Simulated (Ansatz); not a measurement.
Reaction (ligand exchange at a Ge–C bond): `[GeH3][c]1ccccc1` + `C[SiH2]N` → `C[SiH2][NH][GeH3]` + `c1ccccc1`

Computed with Ansatz on PBE0-D4/def2-TZVP structures; ΔE is electronic, products minus reactants. CCSD(T)/CBS is the MP2 limit (def2-TZVPP, def2-QZVPP) plus CCSD(T) − MP2 in def2-TZVPP, frozen cores. Functionals use def2-TZVPP. B3LYP here is the variant with VWN-RPA as its local correlation; programs differ in this. HSE06 is defined as in plane-wave codes. For Ge outer-core shells are correlated without core-valence functions, which leaves a few kJ/mol of doubt a bond. Scalar relativity is left out up to krypton. One conformer a species, not always the lowest.

`[GeH3][c]1ccccc1`:

Z-matrix (Å, degrees):
```
Ge
C 1 1.945
H 1 1.540 2 110.8
H 1 1.538 2 109.6 3 -119.7
H 1 1.538 2 109.6 3 119.7
C 2 1.393 1 120.7 3 -89.9
C 2 1.393 1 120.7 3 89.3
C 6 1.387 2 120.8 1 179.0
H 6 1.086 2 120.1 1 -1.3
C 7 1.387 2 120.8 1 -179.0
H 7 1.086 2 120.1 1 1.3
C 8 1.387 6 120.0 2 0.1
H 8 1.084 6 119.9 2 179.9
H 10 1.084 7 119.9 2 -179.9
H 12 1.084 8 120.1 6 179.9
```

`C[SiH2]N`:

```xyz
10

C    -1.366   -0.290   -0.080
Si    0.466   -0.233   -0.456
N     1.440    0.680    0.629
H    -1.892   -0.893   -0.826
H    -1.803    0.712   -0.089
H    -1.554   -0.732    0.902
H     0.649    0.363   -1.808
H     0.992   -1.625   -0.442
H     1.416    1.687    0.620
H     1.652    0.331    1.549
```

`C[SiH2][NH][GeH3]`:

Cartesian coordinates in Å:
```
C 1.267 1.473 -1.215
Si -0.121 0.257 -0.937
N 0.157 -0.718 0.455
Ge -1.075 -1.237 1.716
H 1.073 2.081 -2.102
H 1.382 2.138 -0.357
H 2.216 0.952 -1.372
H -0.278 -0.550 -2.185
H -1.409 0.962 -0.690
H 1.017 -1.247 0.483
H -2.110 -0.110 1.826
H -0.336 -1.445 3.049
H -1.781 -2.554 1.329
```

`c1ccccc1`:

Cartesian coordinates in Å:
```
C -0.735 0.080 1.174
C -1.387 -0.008 -0.048
C -0.651 -0.088 -1.222
C 0.735 -0.080 -1.174
C 1.387 0.008 0.048
C 0.651 0.088 1.222
H -1.310 0.142 2.091
H -2.470 -0.014 -0.085
H -1.160 -0.156 -2.177
H 1.310 -0.142 -2.091
H 2.470 0.014 0.085
H 1.160 0.156 2.177
```

```
             level  ΔE (kcal/mol)  difference from CCSD(T)/CBS
       LDA (SPW92)           -4.7                          1.1
            PBE-D4           -4.9                          0.9
         revPBE-D4           -4.9                          0.9
           BLYP-D4           -5.7                          0.1
         r2SCAN-D4           -6.1                         -0.3
            B97M-V           -7.1                         -1.3
           PBE0-D4           -5.6                          0.2
          B3LYP-D4           -6.3                         -0.5
        r2SCANh-D4           -6.2                         -0.4
        r2SCAN0-D4           -6.4                         -0.6
          HSE06-D4           -5.6                          0.2
          BHLYP-D4           -7.4                         -1.6
           ωB97X-V           -6.6                         -0.8
           ωB97M-V           -6.3                         -0.5
            B2PLYP           -6.5                         -0.7
          PBE-QIDH           -6.0                         -0.2
               PBE           -5.3                          0.5
            revPBE           -5.4                          0.4
              BLYP           -6.3                         -0.5
            r2SCAN           -6.2                         -0.4
              PBE0           -6.0                         -0.2
             B3LYP           -6.8                         -1.0
           r2SCANh           -6.3                         -0.5
             HSE06           -6.0                         -0.2
             BHLYP           -7.8                         -2.0
         CAM-B3LYP           -7.1                         -1.3
           LC-ωPBE           -6.3                         -0.5
       HF/def2-SVP          -10.0                         -4.2
      MP2/def2-SVP           -6.9                         -1.1
     CCSD/def2-SVP           -8.1                         -2.3
     HF/def2-TZVPP           -9.6                         -3.8
SCS-MP2/def2-TZVPP           -6.1                         -0.3
   CCSD/def2-TZVPP           -6.5                         -0.7
CCSD(T)/def2-TZVPP           -5.9                         -0.1
     HF/def2-QZVPP           -9.8                         -4.0
    MP2/def2-QZVPP           -5.1                          0.7
SCS-MP2/def2-QZVPP           -6.1                         -0.3
      HF/CBS(def2)           -9.8                         -4.0
     MP2/CBS(def2)           -4.9                          0.9
    CCSD/CBS(def2)           -6.3                         -0.5
       CCSD(T)/CBS           -5.8                            0
```

Largest T1 diagnostic among the species: 0.011.

In def2-TZVPP, CCSD(T) changes the Hartree–Fock value by +3.6 kcal/mol (the triples alone add +0.6 kcal/mol) and MP2 by +4.4 kcal/mol. Leaving LDA and LC-ωPBE aside and taking each functional with its dispersion term where it has one, the values spread over 2.5 kcal/mol, from BHLYP-D4 to revPBE-D4. At CCSD(T), def2-SVP lies −1.9 kcal/mol from the extrapolated value and def2-TZVPP −0.2 kcal/mol.
